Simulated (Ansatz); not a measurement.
**Cost against result**

Saddle point of InN2H4Cl, closed shell (InN₂H₄Cl ([NH2][In]([NH2])[Cl]) → InNHCl ([NH][In][Cl]) + NH₃ (still joined by a long In–N bond); bonds formed: N2–H4; bonds broken: N3–H4; bonds weakened to dative contacts: In1–N2), PBE0-D4/def2-TZVP structure:

```xyz
8
angstrom
In -1.1403 0.3245 0.0937
N 0.9640 0.2631 -0.6046
N -0.1691 -0.9716 1.1836
H 0.7831 -0.6208 0.3156
Cl -2.6477 1.8244 -0.7626
H 1.6144 1.0126 -0.4067
H 1.1737 -0.0978 -1.5262
H -0.5781 -1.7342 1.7074
```

Barriers are electronic and count from the start structure reached by relaxing down the imaginary mode.

Computed with Ansatz 0.2.0 (basis: as named in each row); correlated methods freeze the cores. Filled d shells of the heavier atoms are correlated. Core potentials replace the inner electrons of the atoms past krypton. The def2 sets are not built for correlating such inner shells, so the correlated values are less sure here. B3LYP uses VWN-RPA correlation. Extrapolation: Hartree–Fock as exp(−7.88 √X), correlation as X^−2.97.

Times are rough, for one single point on 4 threads of a shared host (Arm Neoverse V1).

The estimate by CCSD(T) at an estimated basis limit (MP2 extrapolated from triple and quadruple zeta, plus CCSD(T) − MP2 in triple zeta) is 48.58 kcal/mol.

```
      method       basis  time (s)  barrier (kcal/mol)  method less estimate
       SPW92    def2-SVP   under 1               33.65                -14.93
      PBE-D4    def2-SVP   under 1               38.16                -10.42
     PBE0-D4    def2-SVP         1               44.88                 -3.71
       SPW92  def2-TZVPP         1               36.60                -11.99
      PBE-D4  def2-TZVPP         2               41.07                 -7.52
     BLYP-D4  def2-TZVPP         2               42.80                 -5.79
    B3LYP-D4  def2-TZVPP         2               47.58                 -1.00
    BHLYP-D4  def2-TZVPP         2               54.52                  5.94
     PBE0-D4  def2-TZVPP         2               47.14                 -1.44
CAM-B3LYP-D4  def2-TZVPP         2               50.42                  1.83
   r2SCAN-D4  def2-TZVPP         4               45.04                 -3.54
     CCSD(T)    def2-SVP         4               48.29                 -0.29
  r2SCAN0-D4  def2-TZVPP         4               49.38                  0.80
      B2PLYP  def2-TZVPP         5               47.44                 -1.14
    PBE-QIDH  def2-TZVPP         5               49.46                  0.87
     wB97M-V    def2-SVP         5               48.27                 -0.32
  RPA on PBE  def2-TZVPP         6               46.98                 -1.60
      B97M-V  def2-TZVPP         6               47.77                 -0.82
     wB97X-V  def2-TZVPP         6               51.91                  3.33
     wB97M-V  def2-TZVPP         8               50.73                  2.14
         MP2  def2-QZVPP        13               46.50                 -2.08
     CCSD(T)  def2-TZVPP       100               48.66                  0.08
```

All methods are single points on the PBE0-D4 structures.

T1 diagnostic: at most 0.023. The restricted Hartree–Fock reference is unstable towards an unrestricted one at one or more of these structures.

Labels in which every atom is bracketed show which atoms are joined, not bond orders.
